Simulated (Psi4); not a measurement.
C5H15Si2Te (SMILES C[Si](C)[Te][Si](C)(C)C), doublet, at a GFN2-xTB geometry (all electrons, no relativity); PBE/STO-3G (Psi4 1.11).

Input for Psi4:
```
memory 2 GB

molecule {
0 2
C     2.27156700    0.89793956   -2.02860975
Si    1.91514811   -0.42374851   -0.68613995
C     3.55327639   -0.63530853    0.27511750
Te    0.18092802    0.36073992    0.98517248
Si   -1.81279949   -0.27760009   -0.39360376
C    -1.72882390    0.40671885   -2.16963847
C    -2.00376988   -2.17070546   -0.49071792
C    -3.32294624    0.46121478    0.49059152
H     1.37082933    1.16701804   -2.57096433
H     3.00376352    0.54951186   -2.75084905
H     2.66417299    1.80126231   -1.56630532
H     4.35043544   -0.99717192   -0.36689663
H     3.86932989    0.31786525    0.69281728
H     3.44022286   -1.33537411    1.09640064
H    -0.92564339   -0.06505511   -2.72764309
H    -1.55160775    1.47788123   -2.17161766
H    -2.65490836    0.22578445   -2.70664160
H    -2.10112531   -2.60273960    0.50039885
H    -2.88245572   -2.45393471   -1.06233719
H    -1.13806834   -2.62417882   -0.96413776
H    -4.24602225    0.19604808   -0.01586940
H    -3.39042759    0.09975123    1.51189755
H    -3.26545342    1.54458120    0.52873333
}

set {
  basis sto-3g
  reference uks
  scf_type pk
  guess sadno
}

energy('pbe')
print_variables()
```

Problem. Write the output that Psi4 gives for this input, abridged.

Solution. 
```
   => Loading Basis Set <=

    Name: STO-3G
    Role: ORBITAL
    Keyword: BASIS

         ---------------------------------------------------------
                                   SCF
               by Justin Turney, Rob Parrish, Andy Simmonett
                          and Daniel G. A. Smith
                              UKS Reference
         ---------------------------------------------------------

  ==> Geometry <==

    Molecular point group: c1
    Full point group: C1

    Geometry (in Angstrom), charge = 0, multiplicity = 2:

       Center              X                  Y                   Z               Mass
    ------------   -----------------  -----------------  -----------------  -----------------
         C            2.240473482222     0.851808279103    -2.174299122507    12.000000000000
         SI           1.884054592222    -0.469879790897    -0.831829322507    27.976926534650
         C            3.522182872222    -0.681439810897     0.129428127493    12.000000000000
         TE           0.149834502222     0.314608639103     0.839483107493   129.906222748000
         SI          -1.843893007778    -0.323731370897    -0.539293132507    27.976926534650
         C           -1.759917417778     0.360587569103    -2.315327842507    12.000000000000
         C           -2.034863397778    -2.216836740897    -0.636407292507    12.000000000000
         C           -3.354039757778     0.415083499103     0.344902147493    12.000000000000
         H            1.339735812222     1.120886759103    -2.716653702507     1.007825032230
         H            2.972670002222     0.503380579103    -2.896538422507     1.007825032230
         H            2.633079472222     1.755131029103    -1.711994692507     1.007825032230
         H            4.319341922222    -1.043303200897    -0.512586002507     1.007825032230
         H            3.838236372222     0.271733969103     0.547127907493     1.007825032230
         H            3.409129342222    -1.381505390897     0.950711267493     1.007825032230
         H           -0.956736907778    -0.111186390897    -2.873332462507     1.007825032230
         H           -1.582701267778     1.431749949103    -2.317307032507     1.007825032230
         H           -2.686001877778     0.179653169103    -2.852330972507     1.007825032230
         H           -2.132218827778    -2.648870880897     0.354709477493     1.007825032230
[...]
      Ntotal   =  125.0001211468 ; deviation = 1.211e-04

   @Spin Contamination Metric:   1.052878704E-03
   @S^2 Expected:                7.500000000E-01
   @S^2 Observed:                7.510528787E-01
   @S   Expected:                5.000000000E-01
   @S   Observed:                5.000000000E-01

    Orbital Energies [Eh]
    ---------------------

    Alpha Occupied:

[...]
    Alpha Virtual:

[...]
      85A      0.478474

    Beta Occupied:

[...]
    Beta Virtual:

[...]
    Final Occupation by Irrep:
              A
    DOCC [    62 ]
    SOCC [     1 ]
    NA   [    63 ]
    NB   [    62 ]

  @UKS Final Energy: -7317.58244443555213

   => Energetics <=

    Nuclear Repulsion Energy =           1039.2341365705808585
    One-Electron Energy =              -12169.1478075554441602
    Two-Electron Energy =                4057.3334314573385200
    DFT Exchange-Correlation Energy =    -245.0022049080278066
    Empirical Dispersion Energy =           0.0000000000000000
    VV10 Nonlocal Energy =                  0.0000000000000000
    Total Energy =                      -7317.5824444355521337

  UHF NO Occupations:
  HONO-2 :   61  A 1.9998830
  HONO-1 :   62  A 1.9996848
  HONO-0 :   63  A 1.0000000
  LUNO+0 :   64  A 0.0003152
  LUNO+1 :   65  A 0.0001170
  LUNO+2 :   66  A 0.0000691
  LUNO+3 :   67  A 0.0000173

Computation Completed

Properties will be evaluated at   0.000000,   0.000000,   0.000000 [a0]

Properties computed using the SCF density matrix

 Multipole Moments:

 ------------------------------------------------------------------------------------
     Multipole            Electronic (a.u.)      Nuclear  (a.u.)        Total (a.u.)
 ------------------------------------------------------------------------------------

 L = 1.  Multiply by 2.5417464519 to convert [e a0] to [Debye]
 Dipole X            :          7.1984816           -7.3447794           -0.1462978
 Dipole Y            :         10.4617434          -10.8969358           -0.4351924
 Dipole Z            :         33.4696800          -34.4141268           -0.9444468
 Magnitude           :                                                    1.0501311

 ------------------------------------------------------------------------------------

  Variable Map:
  ----------------------------------------------------------------------------
[...]
  Array Variable Map:
  ----------------------------------------------------------------------------
[...]
[...]
```
